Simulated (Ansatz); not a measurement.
Input for Ansatz (a program for electronic structure): R-CCSD(T)/def2-TZVPP on H2SSn (SMILES [SH][SnH]), a point of a torsion scan. Elements past Kr take the def2 small-core potentials; no spin–orbit coupling. The run froze 14 orbitals, filled d shells among them.

Ansatz 0.2 input:
```yaml
crystal:
  periodic: [false, false, false]
  atoms:
    - {symbol: S, position_ang: [-1.20985877, 0.43780526, 0.46880686]}
    - {symbol: Sn, position_ang: [1.04564304, 0.85083705, -0.34471024]}
    - {symbol: H, position_ang: [-1.51539052, -0.55647336, -0.34823749]}
    - {symbol: H, position_ang: [1.32753816, -0.90780197, -0.85694789]}
basis:
  gaussian:
    orbitals: def2-TZVPP
magnetization: {spin_polarized: false}
correlation: {method: ccsd_t, electrons: outside_noble_gas}
scf: {lower_state_search: off}
```

Task: Predict the final total energy.

Result: -612.3863 hartree (reference determinant -612.0739, T1 diagnostic 0.016).

Task: How many basis functions does it have, and what does it roughly cost on one machine?

Result: 120 functions; very roughly 5 core-seconds.
